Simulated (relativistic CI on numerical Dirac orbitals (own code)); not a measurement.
What each ingredient does to the levels of Ru33+

Base calculation: Dirac-Coulomb-Breit CI, separate exchange-only KLI orbitals for each configuration, model QED, unscaled Slater integrals.

Configuration list (outside the closed core [Ne]): 3s, 3p, 3d, 4s, 4p, 4d, 4f, 5s, 5p, 5d, 5f, 5g, 6s, 6p, 6d. Levels of other configurations are missing.

Variants: (1) valence Slater integrals scaled by 0.9; (2) Breit term removed. Shifts of the energy above 3s 2S_1/2, in eV, for the lowest level and the first level of each name with at least 55 % of one term (blank where a level changes its place among those of its configuration and J or its character, or is not in the variant):

| Level | Base | Δ(1) | Δ(2) |
| --- | --- | --- | --- |
| 3s 2S_1/2 | 0.00 | 0.00 | 0.00 |
| 3p 2P°_1/2 | 75.08 | 0.00 | -0.62 |
| 3p 2P°_3/2 | 108.34 | 0.00 | -0.04 |
| 3d 2D_3/2 | 206.22 | 0.00 | +0.27 |
| 3d 2D_5/2 | 213.19 | 0.00 | +0.65 |
| 4s 2S_1/2 | 922.12 | 0.00 | +0.58 |
| 4p 2P°_1/2 | 952.98 | 0.00 | +0.33 |
| 4p 2P°_3/2 | 966.40 | 0.00 | +0.56 |
| 4d 2D_3/2 | 1003.23 | 0.00 | +0.70 |
| 4d 2D_5/2 | 1006.28 | 0.00 | +0.84 |
| 4f 2F°_5/2 | 1025.26 | 0.00 | +0.93 |
| 4f 2F°_7/2 | 1026.52 | 0.00 | +0.95 |
| 5s 2S_1/2 | 1329.26 | 0.00 | +0.77 |
| 5p 2P°_1/2 | 1344.75 | 0.00 | +0.64 |
| 5p 2P°_3/2 | 1351.48 | 0.00 | +0.76 |
| 5d 2D_3/2 | 1369.44 | 0.00 | +0.83 |
| 5d 2D_5/2 | 1371.02 | 0.00 | +0.90 |
| 5f 2F°_5/2 | 1380.42 | 0.00 | +0.94 |
| 5f 2F°_7/2 | 1381.07 | 0.00 | +0.95 |
| 5g 2G_7/2 | 1382.24 | 0.00 | +0.95 |
| 5g 2G_9/2 | 1382.63 | 0.00 | +0.95 |
| 6s 2S_1/2 | 1544.49 | 0.00 | +0.85 |

At this charge energies of transitions that change n are usually good to better than 1 %, and those within a shell (Δn = 0) to a few per cent.

Ionisation energy from the two ground configurations alone: base 2012.17 eV; Breit term removed 2013.12 eV. The NIST ASD value (semi-empirical) is 2013.04 eV.
